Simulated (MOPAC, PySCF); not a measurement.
Breaking a bond: SMILES F[SiH3]. The Si1–F5 bond (Si1 also carries H, H, H; F5 carries nothing else) is pulled apart rigidly from the PBE0/def2-TZVP optimised geometry. Each curve is given relative to its own lowest point near equilibrium.

```tsv
R / Å	A	B	C
1.28	222.5	545.6	506.6
1.36	106.0	309.0	276.2
1.42	50.7	190.4	162.6
1.52	5.3	69.9	51.3
1.56	0.0	41.6	26.8
1.60	0.5	21.7	10.9
1.63	4.2	11.5	3.8
1.70	21.7	0.2	0.0
1.74	36.3	0.0	4.2
1.86	93.3	17.9	36.1
2.00	173.1	59.2	94.4
2.15	261.3	113.3	166.7
2.40	393.8	204.6	277.3
2.62	487.0	276.0	317.7
2.91	578.4	352.8	337.6
3.18	639.3	408.0	344.5
3.56	699.7	—	348.3
3.95	742.5	—	349.7
4.35	774.0	—	350.4
4.83	802.0	—	350.6
5.59	833.5	—	350.7
```

Energies in kJ/mol.

Match the curves with the methods PM7, restricted, heats of formation run with MOPAC 23.2.5; restricted BLYP/6-31G (PySCF); UHF/6-31G in PySCF.

A is PM7; B is RKS-BLYP; C is UHF.

A dash means that the run gave no value there, or that the column was ended at a point which the program doubted or which failed a test of continuity chosen for this set; such a test can also cut sound points.

The restricted form behind PM7, RKS-BLYP keeps the bonding electrons paired and can't separate into open-shell fragments. The unrestricted determinant behind UHF is spin-contaminated at 2.40 to 5.59 Å (<S²> up to 1.0, against 0.00 for a pure singlet).
